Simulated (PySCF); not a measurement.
C2H6N, multiplicity 2. Atoms are numbered in the order given.

```xyz
9

C     -1.2360     0.2152     0.0730
C      0.0472    -0.5283     0.0926
N      1.2143     0.1981    -0.1786
H     -2.0628    -0.4260     0.3825
H     -1.2108     1.0743     0.7554
H     -1.4814     0.6146    -0.9255
H      0.0731    -1.5648    -0.2261
H      1.2448     1.1033     0.2741
H      2.0701    -0.3100    -0.0043
```
Charge 0, spin multiplicity 2.

Geometry optimised at r2SCAN-D4/def2-TZVP. The isomer is the one that the SMILES or the coordinates give; other isomers of the formula were not compared. One conformer was computed; it need not be the lowest.

These are r2SCAN-D4/def2-TZVP run with PySCF values and carry that method's errors.

No scaling factor is applied to the harmonic values.

```json
[
 {"mode": "1", "ν (cm⁻¹)": "190", "IR (km/mol)": "0.8", "moving atoms (share of kinetic energy)": "H 91 %"},
 {"mode": "2", "ν (cm⁻¹)": "333", "IR (km/mol)": "29.3", "moving atoms (share of kinetic energy)": "H 86 %, C 13 %"},
 {"mode": "3", "ν (cm⁻¹)": "394", "IR (km/mol)": "10.2", "moving atoms (share of kinetic energy)": "H 40 %, C 38 %, N 22 %"},
 {"mode": "4", "ν (cm⁻¹)": "579", "IR (km/mol)": "63.6", "moving atoms (share of kinetic energy)": "H 84 %, C 14 %"},
 {"mode": "5", "ν (cm⁻¹)": "719", "IR (km/mol)": "187.4", "moving atoms (share of kinetic energy)": "H 75 %, N 22 %"},
 {"mode": "6", "ν (cm⁻¹)": "933", "IR (km/mol)": "5.3", "moving atoms (share of kinetic energy)": "H 43 %, C 41 %, N 16 %"},
 {"mode": "7", "ν (cm⁻¹)": "994", "IR (km/mol)": "0.9", "moving atoms (share of kinetic energy)": "H 75 %, C 21 %"},
 {"mode": "8", "ν (cm⁻¹)": "1021", "IR (km/mol)": "1.1", "moving atoms (share of kinetic energy)": "H 68 %, C 31 %"},
 {"mode": "9", "ν (cm⁻¹)": "1200", "IR (km/mol)": "6.0", "moving atoms (share of kinetic energy)": "H 61 %, C 29 %, N 10 %"},
 {"mode": "10", "ν (cm⁻¹)": "1278", "IR (km/mol)": "17.7", "moving atoms (share of kinetic energy)": "C 41 %, H 41 %, N 18 %"},
 {"mode": "11", "ν (cm⁻¹)": "1387", "IR (km/mol)": "1.5", "moving atoms (share of kinetic energy)": "H 82 %, C 17 %"},
 {"mode": "12", "ν (cm⁻¹)": "1439", "IR (km/mol)": "20.6", "moving atoms (share of kinetic energy)": "H 57 %, C 39 %"},
 {"mode": "13", "ν (cm⁻¹)": "1463", "IR (km/mol)": "11.6", "moving atoms (share of kinetic energy)": "H 94 %"},
 {"mode": "14", "ν (cm⁻¹)": "1486", "IR (km/mol)": "2.7", "moving atoms (share of kinetic energy)": "H 94 %"},
 {"mode": "15", "ν (cm⁻¹)": "1642", "IR (km/mol)": "44.2", "moving atoms (share of kinetic energy)": "H 89 %, N 10 %"},
 {"mode": "16", "ν (cm⁻¹)": "2930", "IR (km/mol)": "75.2", "moving atoms (share of kinetic energy)": "H 95 %"},
 {"mode": "17", "ν (cm⁻¹)": "3015", "IR (km/mol)": "37.2", "moving atoms (share of kinetic energy)": "H 93 %"},
 {"mode": "18", "ν (cm⁻¹)": "3109", "IR (km/mol)": "16.6", "moving atoms (share of kinetic energy)": "H 92 %, C 8 %"},
 {"mode": "19", "ν (cm⁻¹)": "3167", "IR (km/mol)": "27.7", "moving atoms (share of kinetic energy)": "H 92 %, C 8 %"},
 {"mode": "20", "ν (cm⁻¹)": "3500", "IR (km/mol)": "1.1", "moving atoms (share of kinetic energy)": "H 96 %"},
 {"mode": "21", "ν (cm⁻¹)": "3608", "IR (km/mol)": "6.4", "moving atoms (share of kinetic energy)": "H 91 %, N 9 %"}
]
```
